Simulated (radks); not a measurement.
The numbers below are computed, except where a source is named.
Ti+, 21 electrons, occupied as [Ar] 3d2 4s1 (the NIST ground configuration).

Code: a radial shooting solver on a logarithmic mesh with Libxc functionals. Model: scalar-relativistic Kohn-Sham, LDA (Slater exchange, VWN5 correlation), spin-polarised, spherical densities, finite nucleus; open shells are filled with parallel spins first; Fermi nuclear charge, rms radius 3.5921 fm; hard spherical wall at 3 bohr.

Energy parts (Ry):
part                       energy
total                 -1701.01779
kinetic                1724.01302
electron-nucleus      -4061.34865
Hartree                 717.15958
exchange-correlation    -80.84174

Orbitals (lengths in bohr, moments of r in powers of bohr):
orbital,occ.,eigenvalue (Ry),<r>,<r^2>
1s up,1,-356.5982,0.06973,0.006539
1s down,1,-356.5835,0.06973,0.006539
2s up,1,-39.08360,0.3262,0.1259
2s down,1,-39.01725,0.3259,0.1256
2p up,3,-32.35053,0.2907,0.1043
2p down,3,-32.29593,0.2903,0.1040
3s up,1,-4.53877,1.018,1.194
3s down,1,-4.36539,1.018,1.193
3p up,3,-2.82398,1.089,1.382
3p down,3,-2.65034,1.088,1.379
3d up,2,-0.20850,1.244,1.819
3d down,0,-0.02967,1.241,1.812
4s up,1,0.97669,1.816,3.662
4s down,0,1.16936,1.817,3.667
4p up,0,1.75393,1.793,3.643
4p down,0,1.94465,1.795,3.651
4d up,0,3.08108,1.657,3.307
4d down,0,3.26774,1.661,3.320
5s up,0,7.38125,1.743,3.594
5s down,0,7.54362,1.743,3.595

The highest occupied level is 4s up at 13.289 eV. The configuration is held as typed, so some empty levels lie below it. The density falls to 0.001 e/bohr^3 at r = 2.82 bohr. The electron density at the nucleus is 8499 e/bohr^3 (large components only). The pressure on the wall is 417 GPa.
